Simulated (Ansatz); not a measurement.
Consider the ligand exchange at the Hf–Br bond: `[OH][Hf]([F])([Cl])[Br]` + CH₃SH → `C[S][Hf]([OH])([F])[Cl]` + HBr.

Program: Ansatz. Geometries: PBE0-D4/def2-TZVP. ΔE: electronic, gas phase. CBS: MP2 limit from def2 TZ/QZ plus the TZ coupled-cluster correction, frozen cores. This one scheme is used for every species. Functionals use def2-TZVPP. def2 core potentials past Kr. For Br, Hf outer-core shells are correlated without core-valence functions, which leaves a few kJ/mol of doubt a bond. Scalar relativity is left out up to krypton. Each species was taken in one conformer, which may not be the lowest.

`[OH][Hf]([F])([Cl])[Br]`:

```xyz
6

O    -0.806    0.253   -1.209
Hf    0.193   -0.153    0.338
F     0.242   -2.033    0.555
Cl   -0.838    0.797    2.215
Br    2.530    0.705    0.089
H    -1.322    0.430   -1.989
```

CH₃SH:

Cartesian coordinates in Å:
```
C 0.055 0.461 0.161
S 0.336 -1.323 0.171
H 0.407 0.916 -0.763
H 0.636 0.864 0.991
H -0.995 0.701 0.325
H -0.438 -1.619 -0.885
```

`C[S][Hf]([OH])([F])[Cl]`:

Cartesian coordinates in Å:
```
C 0.043 -0.583 -1.782
S 0.906 0.877 -1.099
Hf 0.475 0.565 1.270
O -1.370 0.163 1.460
F 1.458 -0.952 1.865
Cl 1.141 2.515 2.397
H 0.571 -1.501 -1.526
H -0.987 -0.635 -1.431
H 0.040 -0.471 -2.865
H -2.277 0.021 1.712
```

HBr:

Cartesian coordinates in Å:
```
Br -0.468 -0.248 -0.473
H 0.468 0.248 0.473
```

(1) Is it downhill or uphill in electronic energy at CCSD(T)/CBS, and by how much? (Estimate.)

(2) What do these levels give: r2SCAN-D4, ωB97X-V, CCSD/def2-TZVPP, CCSD(T)/def2-TZVPP, MP2/def2-QZVPP, CCSD/CBS(def2)? (Estimate.)

Largest T1 diagnostic among the species: 0.015.

## Answers

(1) Ansatz gave: Uphill: ΔE = +79.3 kJ/mol.

(2) Ansatz gave: r2SCAN-D4 78.6, ωB97X-V 82.1, CCSD/def2-TZVPP 82.5, CCSD(T)/def2-TZVPP 78.7, MP2/def2-QZVPP 79.7, CCSD/CBS(def2) 83.1 kJ/mol.

The D4 term adds −5.1 kJ/mol with B3LYP and −3.1 kJ/mol with PBE0; it sums over pairs of atoms, weighted by their polarisabilities, and B3LYP, whose exchange is more repulsive, gets the larger term. In def2-TZVPP, CCSD(T) changes the Hartree–Fock value by −21.1 kJ/mol (the triples alone add −3.7 kJ/mol) and MP2 by −20.6 kJ/mol.

B3LYP here is the variant with VWN-RPA as its local correlation; programs differ in this.
